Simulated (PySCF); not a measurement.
C₄H₇ClSi, SMILES [SiH3][C@@H]1C=C(Cl)C1. Coordinates come from a PBE-D3(BJ)/def2-SVP optimisation. The structure was generated by enumeration; whether it is a known compound was not checked.

All values below come from PySCF with PBE-D3(BJ)/def2-SVP.

Harmonic wavenumbers (cm⁻¹): 82, 136, 189, 286, 314, 395, 456, 564, 616, 679, 815, 871, 880, 899, 911, 914, 929, 959, 1035, 1112, 1114, 1135, 1178, 1229, 1390, 1608, 2154, 2164, 2169, 2973, 2984, 3047, 3158. Rotational constants (GHz): 7.093, 1.003, 0.9802; symmetry number 1.

Q: Work out the zero-point energy and the ideal-gas rigid-rotor harmonic-oscillator thermochemistry at 298.15 K and 1 atm.

A: ZPE = ½ Σ hcν = ½ × 39346 cm⁻¹ = 56.25 kcal/mol. H − E(el) = 61.42 kcal/mol. Entropy in cal/(mol K): translation 40.23, rotation 28.22, vibration 16.32, total 84.77. G − E(el) = 36.15 kcal/mol. Cp = 28.60 cal/(mol K). Modes under 150 cm⁻¹ make the vibrational entropy uncertain.
